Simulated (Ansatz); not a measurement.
Dissociation curve of W(F)6, F6W, SMILES [F][W]([F])([F])([F])([F])[F]. The W1–F7 bond (W1 also carries F, F, F, F, F; F7 carries nothing else) is pulled apart rigidly from the PBE0/def2-TZVP, def2 effective core potentials past Kr optimised geometry. Each curve is given relative to its own lowest point near equilibrium.

```tsv
R / Å	A	B	C
1.52	320.9	287.6	307.4
1.61	145.2	122.1	135.2
1.73	31.3	20.8	26.2
1.78	10.6	5.1	7.7
1.83	0.8	0.0	0.0
1.89	0.0	4.6	1.7
1.97	12.2	23.5	17.3
2.06	37.8	56.1	46.6
2.24	107.2	137.8	122.9
2.44	191.0	233.4	214.0
2.70	291.0	347.0	323.3
2.97	375.4	445.0	417.7
3.43	469.0	526.1	533.8
3.84	512.4	550.9	597.9
4.46	544.4	565.8	648.7
5.26	562.7	572.6	680.0
```

Energies in kJ/mol.

### Question
Assign the columns to these levels of theory: restricted B3LYP/def2-TZVP, def2 effective core potentials past Kr run with Ansatz (a program for electronic structure); unrestricted PBE/def2-TZVP, def2 effective core potentials past Kr (Ansatz); unrestricted PBE0/def2-TZVP, def2 effective core potentials past Kr (Ansatz).

### Answer
A is UKS-PBE; B is UKS-PBE0; C is RKS-B3LYP.

The unrestricted determinant behind UKS-PBE is spin-contaminated at 3.43 to 5.26 Å (<S²> up to 0.7, against 0.00 for a pure singlet). The unrestricted determinant behind UKS-PBE0 is spin-contaminated at 3.43 to 5.26 Å (<S²> up to 0.9, against 0.00 for a pure singlet). The restricted form behind RKS-B3LYP keeps the bonding electrons paired and can't separate into open-shell fragments.
